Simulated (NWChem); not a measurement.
System: CH8N2Si; SMILES N[SiH](C)N

Here is an NWChem input.

```
start job
memory heap 200 mb stack 900 mb global 1100 mb
geometry units angstroms noautosym nocenter noautoz
  Si    -0.086632    -0.325754     0.000000
  C      1.747759     0.094317     0.000000
  N     -0.729080     0.245087    -1.519677
  N     -0.729080     0.245087     1.519677
  H     -0.378883    -1.783416     0.000000
  H      2.241264    -0.311970    -0.889016
  H      1.912899     1.179975     0.000000
  H      2.241264    -0.311970     0.889016
  H     -1.667948    -0.026124    -1.790498
  H     -0.545683     1.198370    -1.814180
  H     -1.667948    -0.026124     1.790498
  H     -0.545683     1.198370     1.814180
end
basis spherical
  Si library def2-svp
  C library def2-svp
  N library def2-svp
  H library def2-svp
end
dft
  xc xpbe96 cpbe96
  iterations 150
end
cosmo
  do_cosmo_smd true
  solvent octanol
end
task dft energy
```

NWChem printed, in part:

```
             Northwest Computational Chemistry Package (NWChem) 7.3.0
             --------------------------------------------------------

                             Geometry "geometry" -> ""
                             -------------------------

 Output coordinates in angstroms (scale by  1.889725989 to convert to a.u.)

  No.       Tag          Charge          X              Y              Z
 ---- ---------------- ---------- -------------- -------------- --------------
    1 Si                  14.0000    -0.08663200    -0.32575400     0.00000000
    2 C                    6.0000     1.74775900     0.09431700     0.00000000
    3 N                    7.0000    -0.72908000     0.24508700    -1.51967700
    4 N                    7.0000    -0.72908000     0.24508700     1.51967700
    5 H                    1.0000    -0.37888300    -1.78341600     0.00000000
    6 H                    1.0000     2.24126400    -0.31197000    -0.88901600
    7 H                    1.0000     1.91289900     1.17997500     0.00000000
    8 H                    1.0000     2.24126400    -0.31197000     0.88901600
    9 H                    1.0000    -1.66794800    -0.02612400    -1.79049800
   10 H                    1.0000    -0.54568300     1.19837000    -1.81418000
   11 H                    1.0000    -1.66794800    -0.02612400     1.79049800
   12 H                    1.0000    -0.54568300     1.19837000     1.81418000

 Effective nuclear repulsion energy (a.u.)     179.8421063383

  pbe96 is a nonlocal functional; adding pw91lda local functional.

                                 NWChem DFT Module
                                 -----------------

 Summary of "ao basis" -> "ao basis" (spherical)
 ------------------------------------------------------------------------------
       Tag                 Description            Shells   Functions and Types
 ---------------- ------------------------------  ------  ---------------------
 Si                         def2-svp                 8       18   4s3p1d
 C                          def2-svp                 6       14   3s2p1d
 N                          def2-svp                 6       14   3s2p1d
 H                          def2-svp                 3        5   2s1p

 in cosmo_initialize ...
 calling solv_data for solv:octanol

[...]

                                COSMO-SMD solvation results
                                ---------------------------

             internal energy in gas <Psi(g)|H|Psi(g)> =      -441.420731884788
         internal energy in solvent <Psi(s)|H|Psi(s)> =      -441.419664934964
                               delta internal energy  =         0.001066949824 (    0.67 kcal/mol)
   total free energy in solvent <Psi(s)|H+V/2|Psi(s)> =      -441.429892328313
 polarization energy contribution <Psi(s)|V/2|Psi(s)> =        -0.010227393349 (   -6.42 kcal/mol)
    total free energy in solvent including G(SMD-CDS) =      -441.426696615718
                       G(SMD-CDS) energy contribution =         0.003195712595 (    2.01 kcal/mol)
     1 M fixed-concentration free energy of solvation =        -0.005964730930 (   -3.74 kcal/mol)

                       DFT Final Molecular Orbital Analysis
                       ------------------------------------

 Vector   19  Occ=2.000000D+00  E=-2.705819D-01
              MO Center=  6.9D-01, -3.7D-01, -1.5D-09, r^2= 2.9D+00
   Bfn.  Coefficient  Atom+Function         Bfn.  Coefficient  Atom+Function
  ----- ------------  ---------------      ----- ------------  ---------------
    22      0.375208   2 C  px               61      0.257393   5 H  s
     8     -0.231342   1 Si px               25      0.216678   2 C  px
    62      0.172151   5 H  s                 9     -0.152543   1 Si py
    11     -0.141038   1 Si px               21     -0.139150   2 C  s
     5      0.130816   1 Si px               71      0.121479   7 H  s

 Vector   20  Occ=2.000000D+00  E=-2.239270D-01
              MO Center= -5.7D-01,  1.3D-01,  2.1D-07, r^2= 3.3D+00
   Bfn.  Coefficient  Atom+Function         Bfn.  Coefficient  Atom+Function
  ----- ------------  ---------------      ----- ------------  ---------------
    36      0.237755   3 N  px               50      0.237756   4 N  px
    37     -0.223485   3 N  py               51     -0.223485   4 N  py
    35     -0.206820   3 N  s                49     -0.206820   4 N  s
    39     -0.186298   3 N  px               53     -0.186298   4 N  px
    40      0.169852   3 N  py               54      0.169852   4 N  py

 Vector   21  Occ=2.000000D+00  E=-1.882576D-01
              MO Center= -6.6D-01,  1.8D-01, -2.2D-07, r^2= 3.4D+00
   Bfn.  Coefficient  Atom+Function         Bfn.  Coefficient  Atom+Function
  ----- ------------  ---------------      ----- ------------  ---------------
    38      0.326176   3 N  pz               52      0.326176   4 N  pz
    41     -0.291440   3 N  pz               55     -0.291440   4 N  pz
    36     -0.191778   3 N  px               50      0.191778   4 N  px
    37      0.179061   3 N  py               51     -0.179061   4 N  py
    39      0.154503   3 N  px               53     -0.154503   4 N  px

 Vector   22  Occ=0.000000D+00  E= 3.291316D-02
              MO Center= -4.9D-01,  5.8D-01,  5.9D-08, r^2= 6.8D+00
   Bfn.  Coefficient  Atom+Function         Bfn.  Coefficient  Atom+Function
  ----- ------------  ---------------      ----- ------------  ---------------
    21      0.967315   2 C  s                35      0.846211   3 N  s
    49      0.846211   4 N  s                82     -0.492594   9 H  s
    92     -0.492594  11 H  s                87     -0.483091  10 H  s
    97     -0.483091  12 H  s                 4     -0.479514   1 Si s
    67     -0.463647   6 H  s                77     -0.463647   8 H  s

[...]
```

Level: PBE/def2-SVP, SMD on the gas-phase geometry. All runs use the structure optimised with B3LYP/6-31G* (spherical d). Solvent: 1-octanol.
